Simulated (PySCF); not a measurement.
BBr2, SMILES Br[B-]Br (connectivity only; charge and spin as stated), charge -1, multiplicity 1. Atoms are numbered in the order given.

```xyz
3

B      0.0000     0.0000    -1.2204
Br     0.0000     1.6712     0.0872
Br     0.0000    -1.6712     0.0872
```
Charge -1, spin multiplicity 1.

The structure is a stationary point at PBE-D3(BJ)/def2-SVPD.

Computed with PBE-D3(BJ)/def2-SVPD in PySCF.

Frequencies are harmonic and unscaled.

Computed vibrational spectrum:
```
mode  ν (cm⁻¹)  IR (km/mol)  moving atoms (share of kinetic energy)
----  --------  -----------  --------------------------------------
1          131          3.4                                 Br 98 %
2          394        254.7                         B 90 %, Br 10 %
3          428         14.8                          B 92 %, Br 8 %
```
